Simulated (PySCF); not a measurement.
Compound: C8H10S.
Z-matrix (Å and degrees, GFN2-xTB geometry), rows numbered from 1:
```
C 
C   1  1.3210
C   2  1.4734  1  137.31
C   3  1.3567  2   92.76  1   179.95
C   4  1.4786  3  135.81  2  -179.96
C   4  1.4762  3   92.48  2     0.03
C   6  1.3276  2  137.14  1     0.07
S   7  1.7563  6  124.36  2    -0.16
C   8  1.8192  7   99.34  6   178.88
H   1  1.0772  2  121.54  3     0.02
H   1  1.0765  2  121.09  3  -179.96
H   3  1.0732  2  132.84  1    -0.05
H   5  1.0876  4  110.64  3     1.16
H   5  1.0906  4  110.19  3  -119.51
H   5  1.0904  4  110.17  3   121.86
H   7  1.0796  6  121.62  2   179.96
H   9  1.0864  8  109.68  7    60.62
H   9  1.0864  8  109.63  7   -61.37
H   9  1.0851  8  106.75  7   179.66
```

Computed, not measured: PBE0/pcSseg-1 in PySCF (dipole) on a GFN2-xTB geometry, gas phase.

Take the most abundant isotopes and a rigid rotor. The values belong to one conformer with, in the numbering `[CH2:1]=[C:2]1[CH:3]=[C:4]([CH3:5])/[C:6]1=[CH:7]/[S:8][CH3:9]`, C6–C7–S8–C9 179°.

Problem. What are A, B and C (MHz)?

Solution. Ia = 221.75, Ib = 583.46, Ic = 798.84 u·Å²; 505379 MHz·u·Å²/I gives A = 2279, B = 866.2, C = 632.6 MHz.

Problem. Classify the top.

Solution. An asymmetric top: κ = (2 × 866.2 − 2279 − 632.6)/(2279 − 632.6) = -0.72.

Problem. What does the inertial defect say?

Solution. Not planar: Δ = Ic − Ia − Ib = -6.37 u·Å². For a rigid frame Δ = −2 Σ m c², so Σ m c² = 3.19 u·Å² lies off the ab plane: 3.18 from hydrogen and 0.01 from heavier atoms. The atom farthest from that plane is 0.93 Å away.

Problem. Give the coordinates in the principal-axis frame, origin at the centre of mass.

Solution. The sense of each axis is arbitrary; atoms in the order of the calculation.
```
atom  mass (u)   a (Å)   b (Å)   c (Å)
  C1    12.000  -0.801   2.449   0.005
  C2    12.000  -1.233   1.201   0.004
  C3    12.000  -2.531   0.505   0.006
  C4    12.000  -1.949  -0.720   0.000
  C5    12.000  -2.424  -2.121  -0.003
  C6    12.000  -0.589  -0.144  -0.002
  C7    12.000   0.645  -0.633  -0.006
  S8    31.972   2.100   0.351  -0.011
  C9    12.000   3.350  -0.971   0.019
 H10     1.008  -1.484   3.282   0.009
 H11     1.008   0.252   2.673   0.001
 H12     1.008  -3.546   0.853   0.010
 H13     1.008  -3.511  -2.157  -0.020
 H14     1.008  -2.065  -2.642   0.885
 H15     1.008  -2.035  -2.647  -0.875
 H16     1.008   0.833  -1.696  -0.009
 H17     1.008   3.244  -1.595  -0.863
 H18     1.008   3.238  -1.558   0.926
 H19     1.008   4.320  -0.484   0.013
```

Problem. List the rotational levels J(Ka,Kc) to J = 2 (MHz).

Solution. Above 0(0,0):
J = 1: 1(0,1) 1499, 1(1,1) 2912, 1(1,0) 3145
J = 2: 2(0,2) 4470, 2(1,2) 5676, 2(1,1) 6376, 2(2,1) 10615, 2(2,0) 10641
The levels of one J sum to (2J + 1)J(J + 1)(A + B + C)/3.

Problem. Which types of transition are allowed, and where do some lines up to J = 2 fall?

Solution. The dipole components are |μa| = 0.10 D, |μb| = 2.43 D, |μc| = 0.03 D. The squared components, which scale the intensities, stand as 0.00 : 1.00 : 0.00 (a : b : c). Some lines, for components of 0.1 D or more:

| type | branch | J(Ka,Kc) | MHz | lower level (cm⁻¹) |
| --- | --- | --- | --- | --- |
| b | R | 2(0,2) ← 1(1,1) | 1558 | 0.097 |
| b | Q | 1(1,0) ← 1(0,1) | 1646 | 0.050 |
| b | Q | 2(1,1) ← 2(0,2) | 1907 | 0.149 |
| b | R | 1(1,1) ← 0(0,0) | 2912 | 0.000 |
| b | R | 2(1,2) ← 1(0,1) | 4177 | 0.050 |
| b | Q | 2(2,0) ← 2(1,1) | 4265 | 0.213 |
| b | Q | 2(2,1) ← 2(1,2) | 4939 | 0.189 |
| b | R | 2(2,1) ← 1(1,0) | 7470 | 0.105 |
| b | R | 2(2,0) ← 1(1,1) | 7730 | 0.097 |

Stationary, but not proved a minimum. These are rigid-rotor constants of the computed structure; measured ground-state constants (B0) also hold zero-point vibration. A rigid rotor knows nothing of internal rotation, which can split or shift real lines.
